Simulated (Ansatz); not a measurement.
Geometry optimisation, RHF/def2-SVP (Ansatz).

input.yaml

```yaml
crystal:
  periodic: [false, false, false]
  atoms:
    - { symbol: Ga, position_ang: [0.0, 0.0, 0.0] }
    - { symbol: Cl, position_ang: [1.5475, 0.0, 1.8865] }
    - { symbol: H, position_ang: [1.7697, 0.0, 0.0287] }
    - { symbol: C, position_ang: [-1.7147, 0.0, -0.99] }
    - { symbol: H, position_ang: [-2.2748, -0.9305, -0.7608] }
    - { symbol: H, position_ang: [-2.3188, 0.8797, -0.6846] }
    - { symbol: H, position_ang: [-1.513, 0.0508, -2.0803] }
basis:
  gaussian: { orbitals: def2-SVP }
hamiltonian:
  xc: hf
relax:
  f_tol: 0.15
  max_steps: 25
  restrain:
    - { distance: [1, 2], at: 1.37, k: 30.0 }
    - { distance: [0, 1], at: 3.44, k: 30.0 }
    - { distance: [0, 2], at: 2.77, k: 30.0 }
output:
  orbitals: {}
```

Run as:

```bash
$ ansatz run input.yaml --threads 1 --pin off --max-ram 2048MiB --backend cpu --events-out ev --progress --plain --runs-dir out
```

Problem. Where does it end, and by what steps?

Solution. It converged. The restraints hold the end off the free minimum. After 12 steps the energy has fallen by 1.469 eV (the restraints' own energy left out); Ga1 moved furthest, 1.35 Å. Parted: Ga1–Cl2 (2.44 → 3.44 Å). Joined: Cl2–H3 (1.87 → 1.32 Å).

```csv
step,energy less start (eV),largest force component (eV/Å),accepted
0,0.0000,4.085,yes
1,1.3478,7.111,yes
2,2.2485,9.549,yes
3,1.5340,9.844,yes
4,0.0938,5.529,yes
5,-0.9560,2.301,yes
6,-1.2953,1.653,yes
7,-1.3821,1.474,yes
8,-1.4167,1.403,yes
9,-1.4474,1.404,yes
10,-1.4610,1.350,yes
11,-1.4645,1.415,yes
12,-1.4692,1.316,yes
```

```xyz
7
Properties=species:S:1:pos:R:3
Ga 0.268 -0.008 -1.326
Cl 1.369 0.004 1.937
H 2.048 -0.001 0.802
C -1.751 0.000 -1.045
H -2.086 -0.907 -0.528
H -2.067 0.859 -0.441
H -2.285 0.053 -2.001
```

The run took 12 s on 1 thread of AMD EPYC 9R45 96-Core Processor (Zen 5), with other jobs on the host, peak memory 0.18 GiB.
